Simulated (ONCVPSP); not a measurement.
## Ce (Z = 58), ONCV: configuration errors across variants

```
Element                 : Ce
Generator               : ONCVPSP 4.0.1
Type                    : optimised norm-conserving Vanderbilt (ONCV)
Functional              : LDA (Perdew-Zunger)
Relativity              : scalar-relativistic
Frozen core             : [Xe] 4f1
Valence charge          : 3
Reference configuration : 5d1 6s2
Partial waves           : 6s: rc 3.80 bohr, ncon 5, nbas 8, qcut 1.5 1/bohr, 3 projectors, debl 2.1 Ha; p scattering state at 0.04 Ha: rc 4.05 bohr, ncon 5, nbas 9, qcut 1.7 1/bohr, 3 projectors, debl 0.7 Ha; 5d: rc 3.80 bohr, ncon 3, nbas 8, qcut 3.9 1/bohr, local
Local potential         : the d channel
Core correction         : Teter function fitted to the true core (icmod 2), fcfact 0.3
```

In the p channel the program set the typed energies aside and used 0.050, 0.750, 1.450 Ha.

All-electron excitation energies from the reference (eV): (1) 5d1 6s1 6.270; (2) 5d1 6s0 17.617; (3) 5d1 6s1.5 2.526.

2 further variants failed, have other tests or too few solved ones, and are left out.

A true bound ghost makes a file unfit for plane-wave use even where its test errors are small: the radial tests pick states by their node count and pass the ghost by.

Errors AE − PS in meV (a dash: test not solved or not reliable):

```csv
change,(1),(2),(3),bound ghosts,GHOST(+) flags above zero
base,-3.8,-28,-0.8,p,"s, p"
"all radii but the core radius scaled by about 0.91 (s 3.46, p 3.70, d 3.46 bohr)",-3.2,-26,-0.7,p,"s, p"
"all radii but the core radius scaled by about 1.06 (s 4.02, p 4.28, d 4.02 bohr)",-4.5,-32,-1.0,none,"s, p"
"all radii but the core radius scaled by about 1.12 (s 4.24, p 4.52, d 4.24 bohr)",-5.8,-40,-1.3,none,"s, p"
"all radii but the core radius scaled by about 1.18 (s 4.50, p 4.80, d 4.50 bohr)",-8.1,-55,-1.7,none,"s, p"
"all radii but the core radius scaled by about 1.24 (s 4.72, p 5.04, d 4.72 bohr)",-11,-73,-2.2,none,"s, p"
```

Give the same row for: all radii but the core radius scaled by about 1.33 (s 5.04, p 5.38, d 5.04 bohr).

-18, -110, -3.7; bound ghosts: none; GHOST(+) flags above zero: s, p.
